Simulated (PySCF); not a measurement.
Point-charge models of `[SiH3]N1C=PC=N1` against its computed dipole.

Coordinates (GFN2-xTB, Å) and charges (e) from the PBE0/pcSseg-1 density (PySCF):

```
atom       x       y       z  Mulliken      IAO  Hirshfeld  ESP-fitted
 Si1  -1.806   0.102   0.015   +0.6767  +0.7714    +0.3873     +0.4119
  N2  -0.051  -0.071   0.025   -0.4762  -0.2165    -0.0500     +0.1139
  C3   0.741  -1.105   0.379   -0.1147  -0.3170    -0.0728     -0.1101
  P4   2.414  -0.765   0.204   +0.2881  +0.2383    +0.0160     -0.1977
  C5   1.888   0.825  -0.359   -0.1780  -0.2661    -0.0721     +0.2129
  N6   0.601   1.011  -0.390   -0.1895  -0.2159    -0.1273     -0.5057
  H7  -2.300  -1.187   0.496   -0.1080  -0.1240    -0.0664     -0.0914
  H8  -2.180   0.376  -1.367   -0.0693  -0.1073    -0.0614     -0.0489
  H9  -2.113   1.202   0.921   -0.0694  -0.1074    -0.0615     -0.0498
 H10   0.278  -2.012   0.723   +0.1192  +0.1721    +0.0544     +0.1596
 H11   2.534   1.627  -0.671   +0.1212  +0.1724    +0.0538     +0.1053
```

What dipole does each set of charges give (1 e·Å = 4.803 D), and what does the density give?

The full density gives (-2.36, -0.71, 0.33) D, 2.48 D in size; dipole vectors point from the negative to the positive end.

| scheme | μx | μy | μz | size (D) | share of the full size (%) | angle to the full dipole (°) |
| --- | --- | --- | --- | --- | --- | --- |
| Mulliken | -0.73 | -1.69 | 0.64 | 1.95 | 79 | 50 |
| IAO | -2.13 | -1.27 | 0.52 | 2.53 | 102 | 15 |
| Hirshfeld | -1.71 | -0.56 | 0.26 | 1.82 | 73 | 2 |
| ESP-fitted | -2.29 | -0.71 | 0.32 | 2.42 | 98 | 1 |

Which set comes closest?

Length of the difference vector: ESP-fitted 0.06 D, IAO 0.64 D, Hirshfeld 0.66 D, Mulliken 1.93 D. Closest: ESP-fitted. ESP charges are fitted to the potential around the molecule, whose slowest-falling term is the dipole's. The schemes that divide the density aren't constrained to reproduce the dipole.

What is left for the Hirshfeld atoms' own dipoles?

The Hirshfeld atoms' densities add up to the full density, so μ = Σ q r + Σ (atomic dipoles). The atomic dipoles sum to (-2.36, -0.71, 0.33) − (-1.71, -0.56, 0.26) = (-0.65, -0.15, 0.07) D, 0.66 D in size.

With the origin at the mean of the coordinates, (0.000, 0.000, -0.002) Å, which are the largest single terms, by size, of the Hirshfeld dipole along the direction of the full one?

Si1 +3.14, H7 -0.83, H11 -0.76, C5 +0.72, N6 +0.56 D; all 11 atoms together +1.82 D. The single terms depend on the origin, their sum doesn't.

Give the size of the full dipole in other units.

2.48 D = 0.976 au = 0.517 e·Å = 8.28 × 10⁻³⁰ C·m.

Geometry: GFN2-xTB; no solvent, vibrations or thermal averaging.
